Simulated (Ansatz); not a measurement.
`[SiH3]C1BO1` → `B1CO1` + `[SiH2]` at 298.15 K and 1 bar (silylene formation by 1,1-elimination).

Program: Ansatz. Geometries: PBE0-D4/def2-TZVP. ΔE: electronic, gas phase. CBS: MP2 limit from def2 TZ/QZ plus the TZ coupled-cluster correction, frozen cores. This one scheme is used for every species.

| species | CCSD(T)/CBS energy (Eh) | H − E (kJ/mol) | S (J/(mol·K)) |
| --- | --- | --- | --- |
| `[SiH3]C1BO1` | -430.08021 | 166.8 | 304.6 |
| `B1CO1` | -139.80191 | 122.0 | 247.7 |
| `[SiH2]` | -290.19011 | 40.6 | 207.5 |

H − E and S are ideal-gas, rigid-rotor, harmonic terms from PBE0-D4/def2-TZVP, for one conformer and one mirror image of each species. 1 Eh = 2625.50 kJ/mol, R = 8.31446 J/(mol·K).

Q: By hand: ΔE, ΔH, ΔS and ΔG.

A: ΔE = (-139.80191) + (-290.19011) − (-430.08021) = 0.08819 Eh = 231.5 kJ/mol. Δ(H − E) = 122.0 + 40.6 − 166.8 = -4.2, so ΔH = 227.3 kJ/mol. ΔS = 247.7 + 207.5 − 304.6 = 150.6 J/(mol·K). ΔG = 227.3 − 298.15 × (150.6)/1000 = 182.4 kJ/mol.

Q: By hand: the equilibrium constant, and the temperature at which ΔG would vanish if ΔH and ΔS stayed fixed.

A: log₁₀ K = −ΔG/(RT ln 10) = -32.0. ΔG = 0 at ΔH/ΔS = 1509 K.

The number of gas molecules changes by +1, which sets the sign of ΔS. A doubt of 5 kJ/mol in ΔE shifts log₁₀ K by 0.9 here. Other conformers and mirror images would add mixing entropy, several J/(mol·K) or more a flexible species. These are equilibria of isolated gas molecules and say nothing of rates. Largest T1 diagnostic: 0.016 (customary marks: 0.02 for closed shells, 0.045 for open ones).
